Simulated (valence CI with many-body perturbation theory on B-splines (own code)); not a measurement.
The numbers below are computed, except where a source is named.
Br XIV: magnetic and hyperfine properties of the levels

Method: valence CI with perturbative core correlation (CI+MBPT): four valence electrons over a frozen Dirac-Fock core [Ar], radial functions for each j: 9 s, 9 p, 10 d, 8 f, 5 g, 3 h, 1 i, with the one-electron correlation potential Σ1, the two-electron term Σ2, the three-electron term Σ3, Breit, model QED; selected CI, second order for the rest (own B-spline code, finite nucleus).

No measured spectrum was set against this ion. As an estimate, terms of the open shell hold to 2 to 4 % of their energy, and close levels can change places. Core correlation moves these levels by up to 7200 cm⁻¹, and in measured spectra 5 to 20 % of such shifts remained as error; rates that hang on mixing are uncertain with them. Only levels of the ground parity were solved; by the run's estimate the other parity begins above the list, which can be wrong where configurations are misplaced.

A/g_I is the dipole constant over the nuclear g factor μ/I (μ in nuclear magnetons, uniformly magnetised nucleus), B/Q the quadrupole constant per barn. Both hold the static response of the core; the bare values leave it out. Large factors of s and p1/2 electrons are usually good to 5 to 10 %; those of open d and f shells near neutrality can be off by tens of per cent, and small factors of p3/2, d and f electrons come from cancelling terms and can be off by a factor of two or in sign, in half-filled shells by more. B is blank for J = 1/2, where it vanishes, and for nearly pure S terms. Energies count from the lowest level. Levels with J = 0 are left out.

Names give the largest LS component (configuration and term), which can be under half, so a name can repeat, a term be missing and a line seem to break the LS rules; names also repeat where a configuration has a term twice. Letters in brackets count levels of one name in rising energy.

```
       Level  E (eV)      g  A/g_I (MHz)  A/g_I bare  B/Q (MHz/b)  B/Q bare
    3d4 5D_1   0.234  1.499          231         479         1400      1450
    3d4 5D_2   0.594  1.497          671         917          895       922
    3d4 5D_3   1.015  1.495         1140        1380         -985     -1020
    3d4 5D_4   1.466  1.492         1580        1820        -4100     -4230
    3d4 3H_4   6.448  0.878         3300        3280         2080      2150
3d4 3P_1 [a]   6.991  1.479         1310        1550         -202      -214
    3d4 3H_5   6.999  1.050         2810        2860         2530      2610
    3d4 3H_6   7.361  1.157         2710        2800         2130      2200
3d4 3F_3 [a]   7.377  0.948         3190        3190          174       180
3d4 3F_2 [a]   7.523  0.682         3800        3690         -168      -175
3d4 3F_4 [a]   7.765  1.132         2430        2520         -369      -380
3d4 3P_2 [a]   8.343  1.469         1540        1770         59.8      58.4
    3d4 3G_3   8.678  0.891         3020        3000         -828      -859
    3d4 3G_4   8.723  1.070         2850        2900        -1100     -1140
    3d4 3G_5   9.148  1.180         2350        2450        -1580     -1630
    3d4 3D_3  10.232  1.322         2040        2210          618       644
    3d4 3D_2  10.408  1.167         2480        2580          919       954
    3d4 1I_6  10.489  1.007         2950        2970         4020      4150
    3d4 3D_1  10.671  0.522         4340        4150          547       567
3d4 1G_4 [a]  11.071  1.022         2590        2620        -1610     -1650
3d4 1D_2 [a]  13.138  1.016         2960        2990         2060      2120
    3d4 1F_3  14.447  1.010         2860        2890         4760      4900
3d4 3P_2 [b]  16.640  1.481         1430        1670         1040      1080
3d4 3F_4 [b]  17.006  1.239         2000        2130         4330      4460
3d4 3F_2 [b]  17.199  0.679         4290        4170         3500      3610
3d4 3F_3 [b]  17.352  1.078         2860        2910         3690      3810
3d4 3P_1 [b]  17.685  1.497          408         655         -947      -977
3d4 1G_4 [b]  19.405  1.007         3050        3070         1750      1810
3d4 1D_2 [b]  25.296  0.999         2950        2970        -4850     -5000
```

Task: Take the isotope of mass number 79, with I = 3/2, μ = 2.1046 μN and Q = 0.3087 b. What is the hyperfine structure of 3d4 5D_2?

Result: From the table A = 941 MHz, B = 276 MHz. Shifts from the centre of gravity in MHz: F = 1/2: -3990, F = 3/2: -2820, F = 5/2: -643, F = 7/2: 2890.
